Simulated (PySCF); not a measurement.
# Structure from 2D NMR

Compound of formula C$_{5}$H$_{7}$BO$_{2}$. Correlations simulated from computed shifts and couplings:

HSQC (one-bond C–H):
```
  δH    δC  ¹J(C,H) (Hz)
4.13  67.9           153
1.93   5.5           138
```

HMBC (two and three bonds, |J| ≥ 2.5 Hz):
```
  δH         δC [abs. J in Hz]
1.93  106.0 [10.9], 81.5 [4.5]
```

Carbons without hydrogens: δ 106.0, 81.5.

Gas phase, averaged over atoms made equivalent by symmetry, fast rotation or ring inversion, relativity neglected, single conformer. Shielding tensors at PBE0/pcSseg-1 (GIAO); couplings computed with B3LYP/pcJ-1 (spin–dipole term only in couplings to heteroatoms); structure optimised with PBE0-D3(BJ)/def2-SVP; PySCF 2.14.0 with density-fitted response routines.

Referencing at the same level of theory: ¹H, ¹³C vs TMS.

Exchangeable hydrogens are left out of these lists, and C,H couplings along chains are those of one rotamer, so weak HMBC peaks may be missing or extra.

Which molecule is this?

Answers

SMILES CC#CB1OCCO1.

Atom-mapped SMILES (the numbers label the heavy atoms): `[CH3:1][C:2]#[C:3][B:4]1[O:5][CH2:6][CH2:7][O:8]1`. Hydrogens are named by the atom that carries them.

δC 106.0 is C2, an alkyne carbon. δC 81.5 is C3, an alkyne carbon. δC 67.9 is C6/C7, an sp3 CH2 bonded to O (δH 4.13). δC 5.5 is C1, a propargylic methyl carbon (δH 1.93). HMBC from δH 1.93 reaches the proton-free carbons C2, C3.

This is the structure that produced the data.

A carbon bonded to boron is broadened by the quadrupolar boron nucleus and is often missing from a measured spectrum. Shifts are as computed. Against solution values, carbons near 30 ppm lie about +2 ppm off and those near 130 ppm about +5 ppm. Of 1211 compounds with measured shifts, 218 miss one by over three times the rms of a fit or turn the order of signals round; such compounds aren't used in these exercises.
